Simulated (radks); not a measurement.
Results of a calculation; reference values are marked as such.
Q: Ionisation of Pt68+, [Ne], to Pt69+, [He] 2s2 2p5, under several functionals. Non-relativistic Kohn-Sham, spin-polarised, spherical densities, point nucleus; open shells are filled with parallel spins first (spin-orbit coupling, left out, can overturn this in heavy ions); a radial shooting solver on a logarithmic mesh with Libxc functionals. Known Delta-SCF values: OLYP 17345.6 eV. What does exchange-only LDA give, and what is its highest occupied eigenvalue?

A: 17326.7 eV by Delta-SCF; the 2p eigenvalue is -17161.3 eV. NIST: 17540 eV (theoretical).

Beside tabulated values, note that relativity, absent from the non-relativistic runs, is large for the heavy elements.
